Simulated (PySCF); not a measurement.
Isomers of C4H14OSi3, from PBE0-D3(BJ)/def2-SVP geometry optimisation, gas phase (PySCF 2.14.0). One conformer each, no zero-point energy, no frequencies.

Question: Which is lower in electronic energy at this level?
A. `[SiH3:1][SiH2:2][O:3][SiH2:4][CH:5]1[CH2:6][CH2:7][CH2:8]1` with Si1–Si2–O3–Si4 50°, Si2–O3–Si4–C5 56°, O3–Si4–C5–C6 -172°, Si4–C5–C6–C7 139°, C5–C6–C7–C8 -17°, C6–C7–C8–C5 17°, Si4–C5–C8–C7 -139°: A = 1806, B = 622.4, C = 536.5 MHz, dipole 1.31 D
B. `[OH:1][Si@@H:2]([SiH3:3])[SiH2:4][CH:5]1[CH2:6][CH2:7][CH2:8]1` with H–O1–Si2–Si3 -171°, O1–Si2–Si4–C5 -65°, Si2–Si4–C5–C6 161°, Si4–C5–C6–C7 -140°, C5–C6–C7–C8 19°, C6–C7–C8–C5 -19°, Si4–C5–C8–C7 144°: A = 1670, B = 643.5, C = 610.5 MHz, dipole 1.39 D

Answer: A. That is `[SiH3][SiH2]O[SiH2]C1CCC1`, 21.2 kcal/mol below the other.

| SMILES | mapped SMILES | E (Eh) | relative (kcal/mol) | relative (kJ/mol) | dipole (D) |
| --- | --- | --- | --- | --- | --- |
| [SiH3][SiH2]O[SiH2]C1CCC1 | [SiH3:1][SiH2:2][O:3][SiH2:4][CH:5]1[CH2:6][CH2:7][CH2:8]1 | -1103.52610 | 0.0 | 0.0 | 1.31 |
| O[Si@@H]([SiH3])[SiH2]C1CCC1 | [OH:1][Si@@H:2]([SiH3:3])[SiH2:4][CH:5]1[CH2:6][CH2:7][CH2:8]1 | -1103.49230 | 21.2 | 88.7 | 1.39 |

As drawn, the higher has an O–H bond, which the lower lacks.
